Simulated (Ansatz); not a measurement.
`SC[SiH2][SeH]` + `N[SiH3]` → `N[SiH2][SeH]` + `[SiH3]CS`  (redistribution)

Isolated molecules relaxed with PBE0-D4/def2-TZVP in Ansatz; ΔE leaves out vibrations. CCSD(T)/CBS adds triple-zeta CCSD(T) − MP2 to the extrapolated MP2 energy (def2 sets, frozen cores). This one scheme is used for every species. DFT in def2-TZVPP. B3LYP here is the variant with VWN-RPA as its local correlation; programs differ in this. For Se outer-core shells are correlated without core-valence functions, which leaves a few kJ/mol of doubt a bond. Scalar relativity is left out up to krypton. One conformer a species, not always the lowest.

`SC[SiH2][SeH]`:

Cartesian coordinates in Å:
```
S 1.202 -1.481 -0.726
C 0.517 -0.475 0.610
Si -0.273 1.090 -0.067
Se -1.705 0.691 -1.789
H 1.979 -2.267 0.039
H 1.312 -0.152 1.288
H -0.219 -1.040 1.189
H -0.964 1.769 1.060
H 0.760 1.980 -0.649
H -2.608 -0.115 -0.955
```

`N[SiH3]`:

Z-matrix (Å, degrees):
```
Si
N 1 1.720
H 1 1.486 2 107.9
H 1 1.494 2 116.0 3 -120.3
H 1 1.486 2 107.9 3 119.4
H 2 1.007 1 119.6 3 -168.6
H 2 1.007 1 119.6 3 49.2
```

`N[SiH2][SeH]`:

```xyz
8

N     1.185   -0.449   -0.486
Si   -0.495   -0.139   -0.401
Se   -1.204    1.571    0.952
H     1.820    0.279   -0.776
H     1.612   -1.042    0.208
H    -1.125   -1.405    0.044
H    -0.990    0.302   -1.726
H    -0.803    0.883    2.186
```

`[SiH3]CS`:

```xyz
9

Si    0.798    0.043   -0.727
C    -0.202   -0.377    0.806
S    -1.968   -0.055    0.553
H     0.367   -0.813   -1.859
H     2.252   -0.158   -0.477
H     0.566    1.471   -1.074
H    -0.129   -1.449    1.003
H     0.163    0.142    1.695
H    -1.847    1.196    0.079
```

```json
{"level": "B3LYP", "ΔE (kJ/mol)": "-15.4"}
{"level": "HF/def2-TZVPP", "ΔE (kJ/mol)": "-13.0"}
```

Task: What does CCSD(T)/CBS give? (Best estimate.)

Result: Computed: -11.4 kJ/mol. The listed levels differ from it by -4.0, -1.6 kJ/mol.

Largest T1 diagnostic among the species: 0.011.

The D4 term adds +3.2 kJ/mol with B3LYP and +1.9 kJ/mol with PBE0; it sums over pairs of atoms, weighted by their polarisabilities, and B3LYP, whose exchange is more repulsive, gets the larger term. Leaving LDA and LC-ωPBE aside and taking each functional with its dispersion term where it has one, the values, not all of them listed here, spread over 3.7 kJ/mol, from r2SCAN-D4 to BHLYP-D4.
